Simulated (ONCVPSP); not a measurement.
## PBE ONCV dataset for indium (In), scalar-relativistic all-electron reference.

* Element: indium (In)
* Generator: ONCVPSP 4.0.1
* Type: optimised norm-conserving Vanderbilt (ONCV)
* Functional: PBE
* Relativity: scalar-relativistic
* Frozen core: [Kr] 4d10
* Valence charge: 3
* Reference configuration: 5s2 (charge +1)
* Partial waves: 5s: rc 1.80 bohr, ncon 3, nbas 6, qcut 2.9 1/bohr, 2 projectors, debl 3.8 Ha; p scattering state at 0.36 Ha: rc 1.50 bohr, ncon 4, nbas 7, qcut 6.6 1/bohr, 2 projectors, debl 3.1 Ha
* Local potential: polynomial inside 0.95 bohr (lpopt 5, dvloc0 0 Ha)
* Core correction: none

All-electron outer shells of the reference configuration (PBE, scalar-relativistic, ld1.x):

```tsv
shell	level (eV)	outermost node (bohr)	outermost maximum (bohr)
4d	-26.07	0.40	0.94
5s	-14.92	1.02	2.11
```

Problem. Is a potential produced?

Solution. No. ONCVPSP 4.0.1 stopped with "optimize: ERROR ps0norm > uunorm, code will stop": the continuity conditions at rc already need more norm inside rc than the all-electron wave has, so norm conservation cannot be met. It happened in the p channel.
